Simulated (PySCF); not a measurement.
Two species compared at the same levels of theory.

First species: C5H5OP3S.
InChI=1S/C5H5OP3S/c1-10-5-8-3-7-4(2-6)9-5/h2-3H,1H3

Second species: C4H6N4.
Atom-mapped SMILES: `[CH3:1]/[N:2]=[CH:3]/[c:4]1[n:5][cH:6][n:7][nH:8]1` (hydrogens: H9, H10, H11 on C1; H12 on C3; H13 on C6; H14 on N8)

Levels: PBE0/pcSseg-1 for dipole moment, HOMO energy, LUMO energy and HOMO–LUMO gap; GFN2-xTB for rotational constant A and rotational constant C. Geometries: GFN2-xTB. All species are isolated and taken at one optimised geometry, non-relativistic unless stated. Electronic properties by PySCF.

The conformers computed, where there is a choice (atom-mapped SMILES and torsion angles):
- `[CH3:1][S:2][c:3]1[p:4][cH:5][p:6][c:7]([CH:8]=[O:9])[p:10]1`: C1–S2–C3–P4 0°, P6–C7–C8–O9 180°
- `[CH3:1]/[N:2]=[CH:3]/[c:4]1[n:5][cH:6][n:7][nH:8]1`: N2–C3–C4–N5 180°

(1) Which of the two has the higher LUMO energy, and by how much?

(2) Which has the higher dipole moment?

(3) Which of the two has the higher HOMO energy, and by how much?

(4) Which of the two has the higher rotational constant A, and by how much?

(5) Which of the two has the higher HOMO–LUMO gap, and by how much?

(6) Which of the two has the higher rotational constant C, and by how much?

Answers

(1) The second: -1.70 eV against -3.34 eV, a difference of 1.64 eV.

(2) The first: 4.38 D against 2.75 D, a difference of 1.63 D.

(3) The first: -6.64 eV against -7.48 eV, a difference of 0.84 eV.

(4) The second: 8.151 GHz against 1.252 GHz, a difference of 6.899 GHz.

(5) The second: 5.78 eV against 3.30 eV, a difference of 2.48 eV.

(6) The second: 1.041 GHz against 0.385 GHz, a difference of 0.656 GHz.

On the first: The dipole equals about 14.6 × 10⁻³⁰ C·m (1 D = 3.33564 × 10⁻³⁰ C·m).

On the second: A dipole of 2.75 D is allowed in Cs, and pure rotational transitions are dipole-allowed. In atomic units the dipole is 1.08 e·bohr (1 au = 2.5417 D). GFN2-xTB frequencies show an imaginary mode (198i cm⁻¹), so this geometry is no minimum at that level.
